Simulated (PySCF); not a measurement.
# Electron correlation in Te²⁺ (tellurium, charge +2)

[Kr] 4d10 5s2 5p2, high-spin 3P determinant. Calculation: PySCF 2.14, in x2c-TZVPPall (8s6p4d2f, 60 functions); the spin-free X2C one-electron Hamiltonian (Gaussian nucleus). Frozen: [Ar] 3d10; 22 electrons correlated.

| level | correlation energy (mhartree) |
| --- | --- |
| CCSD | -471.67 |
| (T) | -7.21 |
| CCSD(T) | -478.88 |

Diagnostics: T1 = 0.0061, D1 = 0.0270, largest double amplitude 0.076.

Task: Is a single reference adequate?

Result: Mostly. T1 lies below 0.03, but a double amplitude of this size points to a near-degeneracy that CCSD handles and MP2 describes poorly.

This basis was not built for core-valence correlation, so the inner-shell part is incomplete.
